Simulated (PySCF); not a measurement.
# How methods differ on the excitation energy of Re

Re [Xe] 4f14 5d5 6s2 (6S) → Re [Xe] 4f14 5d7 (4F), as a difference of total energies. All numbers are calculated (PySCF 2.14, scalar relativity by spin-free X2C-1e, in x2c-TZVPPall with one added diffuse shell each of s, p, d, f type (12s8p8d4f1g, 113 functions)). Correlated levels: valence: [Xe] 4f14 frozen. The calculations carry no spin-orbit coupling.

| method | excitation energy (eV) |
| --- | --- |
| UHF | 5.901 |
| LDA | 4.575 |
| PBE0 | 4.645 |
| r2SCAN | 4.775 |
| MP2 (valence) | 4.958 |

Task: Estimate what SCS-MP2 (valence) gives.

Result: 4.520 eV, closest to LDA among the rows shown.

Task: Estimate what PBE gives.

Result: 4.504 eV, closest to LDA among the rows shown.

A first-order spin-orbit estimate (lowest level to lowest level, LS coupling) adds -0.470 eV.
